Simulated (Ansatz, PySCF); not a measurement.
Breaking the Mg1–H2 bond in H2Mg (SMILES [MgH2]) (multiplicity 1 held, fragments rigid). Energies count from the point at 1.700 Å.
Geometry at that point (charge 0, multiplicity 1):
```xyz
3

Mg     0.0000     0.0000     0.0000
H      0.0000     0.0000    -1.6998
H      0.0000     0.0000     1.6998
```

Restricted levels (R-, RO-) in cc, def2 and unpolarised 6-31G sets keep to the state of the molecule at rest. Unrestricted levels (U-) break spin symmetry where that is lower. Curves can end on different states.

Frozen-core correlation. Rows in 3-21G, 6-31G* carry no dispersion term and start afresh at each structure (6-31G* with six Cartesian d functions).

Programs: Ansatz (a program for electronic structure); PySCF for 3-21G rows, 6-31G* rows. 

Problem. One of these levels gives 2.220 eV for the energy at R = 5.439 Å. Which one is it?
A. R-HF/def2-TZVPP
B. R-HF/3-21G
C. R-SCS-MP2/def2-TZVPP
D. U-HF/6-31G*

Solution. D, U-HF/6-31G*. The others give 6.149 (R-HF/3-21G), 5.631 (R-HF/def2-TZVPP), 4.189 (R-SCS-MP2/def2-TZVPP)

Doubts at one or more of the structures used: a restricted determinant that unrestricted orbitals would lower (R-HF/3-21G, R-HF/def2-TZVPP, R-SCS-MP2/def2-TZVPP); a spin-contaminated determinant (U-HF/6-31G*).
